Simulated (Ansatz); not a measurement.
Frontier orbitals of CH8B2Si (`BC(B)[SiH3]`).

Total charge 0; spin multiplicity 1. The structure was optimised at the PBE0-D4/def2-TZVP level. Basis def2-TZVPP, the Gaussian-basis code of Ansatz.

Orbital energies of one run (eV). Highest occupied ones, from the top: -8.28, -8.52, -8.93, -9.36, -9.55, -9.87, -11.15, -13.16, -13.61, -14.50, -19.82, -98.85, -98.86, -98.89. Empty: -1.50, -1.45, 0.50, 1.02, 1.10, 1.77.

Task: Which functional gave them?
A. LC-ωPBE
B. ωB97X-V
C. r2SCANh
D. PBE

Result: C. HOMO energies: r2SCANh -8.28, PBE -7.49, LC-ωPBE -11.59, ωB97X-V -11.25 eV.

LC-ωPBE has ω = 0.4 bohr⁻¹.
